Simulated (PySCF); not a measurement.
**Copper: a sound run and one with changed settings**

Sound run: Cu [Ar] 3d10 4s1, Cu⁺ [Ar] 3d10. All numbers are calculated (PySCF 2.14, the spin-free X2C one-electron Hamiltonian (Gaussian nucleus), in cc-pVDZ-DK (6s5p3d1f, 43 functions)). In the sound run the correlated levels freeze [Ar]. The sound run starts from symmetry-adapted Hartree-Fock orbitals and uses a fine grid where one is needed.

A second run was set up differently.

```csv
species,method,sound run (hartree),changed run (hartree),converged
Cu,UHF,-1653.14842,-1653.14842,yes
Cu,M06-L,-1654.69152,-1654.69152,yes
Cu,TPSS,-1654.79691,-1654.79691,yes
Cu,MP2,-1653.59330,-1653.52614,yes
Cu,CCSD(T),-1653.54520,-1653.54520,yes
Cu⁺,UHF,-1652.90646,-1652.90646,yes
Cu⁺,M06-L,-1654.39885,-1654.39885,yes
Cu⁺,TPSS,-1654.49694,-1654.49694,yes
Cu⁺,MP2,-1653.32018,-1653.26202,yes
Cu⁺,CCSD(T),-1653.27259,-1653.27259,yes
```

Ionisation energy of Cu:

```csv
method,sound run (eV),changed run (eV)
UHF,6.584,6.584
M06-L,7.964,7.964
TPSS,8.163,8.163
MP2,7.432,7.187
SCS-MP2,7.294,7.084
CCSD,7.307,7.307
CCSD(T),7.418,7.418
```

What was changed?
A. too few SCF iterations
B. level shift left on
C. a valence shell is frozen
D. minimal basis

B. It used initial guess sap, at most 50 SCF cycles, level shift 0.5 hartree. A level shift leaves the converged SCF energy unchanged but raises the virtual orbital energies, which shrinks MP2 if it is not removed.
